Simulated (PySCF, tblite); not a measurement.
Isomers of C7H13OPSi, one GFN2-xTB conformer each. Single-point energies are computed at PBE0/pcSseg-1 (PySCF, gas phase, no added dispersion term), electronic only.

```
                         SMILES  GFN2-xTB relative energy (kJ/mol)
          C#CCP(C[SiH3])CC(C)=O                              255.7
C[C@H]1C=C[P@](=O)(C[SiH3])C=C1                                0.0
```

Conformers: `[CH:1]#[C:2][CH2:3][P:4]([CH2:5][SiH3:6])[CH2:7][C:8]([CH3:9])=[O:10]` with C2–C3–P4–C5 -171°, C3–P4–C5–Si6 166°, C3–P4–C7–C8 -46°, P4–C7–C8–C9 109°; `[CH3:1][C@H:2]1[CH:3]=[CH:4][P@:5](=[O:6])([CH2:7][SiH3:8])[CH:9]=[CH:10]1` with C4–P5–C7–Si8 -167°, C1–C2–C3–C4 160°, C3–C4–P5–O6 -148°, C4–P5–C9–C10 24°, C1–C2–C10–C9 -160°.

**Question.** What does PBE0/pcSseg-1 give for the same structures?

**Answer.** 
```
                         SMILES  PBE0/pcSseg-1 E (Eh)  PBE0/pcSseg-1 (kJ/mol)  GFN2-xTB (kJ/mol)  point group
C[C@H]1C=C[P@](=O)(C[SiH3])C=C1            -979.89006                     0.0                0.0           C1
          C#CCP(C[SiH3])CC(C)=O            -979.83196                   152.5              255.7           C1
```

Both levels put the same isomer lowest. As drawn, the lower has a P=O bond and a C=C bond outside aromatic rings, which the higher lacks; the higher has a C=O bond and a C≡C bond, which the lower lacks.

**Question.** Which frontier levels, dipoles and rotational constants go with these structures?

**Answer.** 
```tsv
SMILES	HOMO (eV, PBE0/pcSseg-1)	LUMO (eV)	dipole (D)	A, B, C (MHz)
C[C@H]1C=C[P@](=O)(C[SiH3])C=C1	-7.54	-0.94	5.02	1711, 649.6, 570.2
C#CCP(C[SiH3])CC(C)=O	-6.75	-0.70	1.72	1430, 679.6, 522.2
```

**Question.** What happens when harmonic zero-point energies from GFN2-xTB frequencies are added?

**Answer.** 
```
                         SMILES  ZPE (kJ/mol)  electronic (kJ/mol)  with ZPE (kJ/mol)
C[C@H]1C=C[P@](=O)(C[SiH3])C=C1         460.0                  0.0                0.0
          C#CCP(C[SiH3])CC(C)=O         448.6                152.5              141.2
```

The zero-point energies span 11.4 kJ/mol. The order is unchanged.
